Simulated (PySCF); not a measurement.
Spinor energies of Re (rhenium, neutral)

Start: [Xe] 4f14 5d5 6s2; 5d5/2 filled at m_j = -3/2, -1/2, +1/2, +3/2, +5/2. Calculated with PySCF 2.14 in x2c-SVPall-2c with one added diffuse shell each of s, d type (8s9p10d2f, 99 functions): generalised Hartree-Fock with the X2C-1e Hamiltonian and a Gaussian nucleus; one run each with spin-orbit coupling (SO) switched off, then screened by Boettger's factors. This is a chosen level, not necessarily the ground level.

```csv
spinor shell,electrons,"ε, spin-free (eV)","ε, screened SO (eV)",weight of nominal j (screened SO),"rms radius, screened SO (bohr)"
1s1/2,2,-72063.6,-72040.8,1.000,0.0204
2s1/2,2,-12638.2,-12631.1,1.000,0.0824
2p1/2,2,-11034.9,-12065.2,1.000,0.0700
2p3/2,4,-11034.9,-10619.5,1.000,0.0775
3s1/2,2,-2989.6,-2987.2,1.000,0.210
3p1/2,2,-2508.7,-2735.1,1.000,0.202
3p3/2,4,-2508.7,-2415.7,1.000,0.217
3d3/2,4,-1956.6,-1996.1,1.000,0.192
3d5/2,6,-1956.6,-1927.9,1.000,0.196
4s1/2,2,-657.25,-656.50,1.000,0.468
4p1/2,2,-496.65,-549.90,1.000,0.476
4p3/2,4,-496.65,-474.59,1.000,0.509
4d3/2,4,-291.02,-299.10,0.999,0.532
4d5/2,6,-291.02,-284.89,0.999,0.543
5s1/2,2,-100.88,-100.75,1.000,1.12
5p1/2,2,-57.463,-66.700,0.914,1.28
4f5/2,6,-60.283,-61.439,0.981,0.638
4f7/2,8,-60.283,-58.818,0.986,0.638
5p3/2,4,-57.463,-53.372,0.957,1.31
5d5/2,5,-12.101,-12.067,0.512,2.00
6s1/2,2,-7.549,-7.542,1.000,3.61
```

| quantity | spin-free | screened SO |
| --- | --- | --- |
| E (hartree) | -16679.14836 | -16699.72835 |
| M_J | 5/2 | 5/2 |
| ⟨J²⟩ | 8.802 | 8.801 |
| ⟨L²⟩ | 0.000 | 0.236 |
| ⟨S²⟩ | 8.802 | 8.602 |

Each row is a mean over spinors that exchange with the open shell spreads, by up to 8.112 eV (5p3/2).

Rows whose weight is well below 1 are mixtures of j = l ± 1/2: exchange outweighs spin-orbit coupling there, and the label is only the starting occupation.

⟨J²⟩ departs a little from M_J(M_J + 1) because the unrestricted spinors polarise the closed shells.

Breit and QED terms are absent; they matter most for the inner s and p1/2 levels.

Densities and radii are taken from the X2C orbitals without a picture-change correction, which distorts them close to the nucleus.

Without spin-orbit coupling the j labels of p, d and f shells carry no meaning; the spin-free column gives the mean over the occupied spinors of each nl shell.
